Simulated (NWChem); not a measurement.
**Total energies of C₂HCl₂**

SMILES: C(=[C]\Cl)/Cl
```xyz
5

Cl    -2.1708    -0.0609     0.0000
C     -0.5402     0.2739     0.0000
C      0.5526    -0.4664     0.0000
Cl     2.1351     0.2207     0.0000
H      0.5320    -1.5626     0.0000
```
Charge 0, spin multiplicity 2.

Program: NWChem. Structure: optimised with UPBE0/def2-SVP, a minimum by its harmonic frequencies.

Basis set: STO-3G (29 functions).

```json
[
 {"method": "UHF", "total energy (Ha)": "-984.43327"},
 {"method": "UMP2", "total energy (Ha)": "-984.52744"},
 {"method": "UB2PLYP", "total energy (Ha)": "-985.66091"},
 {"method": "UPBE", "total energy (Ha)": "-985.61069"},
 {"method": "UB3LYP", "total energy (Ha)": "-986.09523"},
 {"method": "UCAM-B3LYP", "total energy (Ha)": "-986.03330"}
]
```

Total energies of different functionals aren't comparable as a measure of quality: only differences taken within one method are. 

The correlated methods keep 12 core orbitals frozen. B3LYP has NWChem's definition, with VWN1-RPA local correlation. The structure started from a generated list of species. The unpaired electrons of the parent sit in orbitals of symmetry a' (Cs labels of the run); other states weren't searched. The stability of the SCF solutions was not checked. Open-shell Hartree-Fock references start from PBE0 orbitals.
